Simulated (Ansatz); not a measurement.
`O[SiH2][SiH](F)S` + `O[SiH2][GeH3]` → `F[SiH](S)[GeH3]` + `O[SiH2][SiH2]O`  (redistribution)

Isolated molecules relaxed with PBE0-D4/def2-TZVP in Ansatz; ΔE leaves out vibrations. CCSD(T)/CBS adds triple-zeta CCSD(T) − MP2 to the extrapolated MP2 energy (def2 sets, frozen cores). For Ge outer-core shells are correlated without core-valence functions, which leaves a few kJ/mol of doubt a bond. Scalar relativity is left out up to krypton. Each species was taken in one conformer, which may not be the lowest.

```json
{"species": "`O[SiH2][SiH](F)S`", "CCSD(T)/CBS(def2) energy (Eh)": "-1154.04201"}
{"species": "`O[SiH2][GeH3]`", "CCSD(T)/CBS(def2) energy (Eh)": "-2444.00682"}
{"species": "`F[SiH](S)[GeH3]`", "CCSD(T)/CBS(def2) energy (Eh)": "-2865.85574"}
{"species": "`O[SiH2][SiH2]O`", "CCSD(T)/CBS(def2) energy (Eh)": "-732.19355"}
```

Task: Work out ΔE.

Result: ΔE = (-2865.85574) + (-732.19355) − (-1154.04201) − (-2444.00682) = -0.00046 Eh = -0.01 eV.

Largest T1 diagnostic among the species: 0.012.

In def2-TZVPP, CCSD(T) changes the Hartree–Fock value by −0.03 eV (the triples alone add −0.00 eV) and MP2 by −0.03 eV.
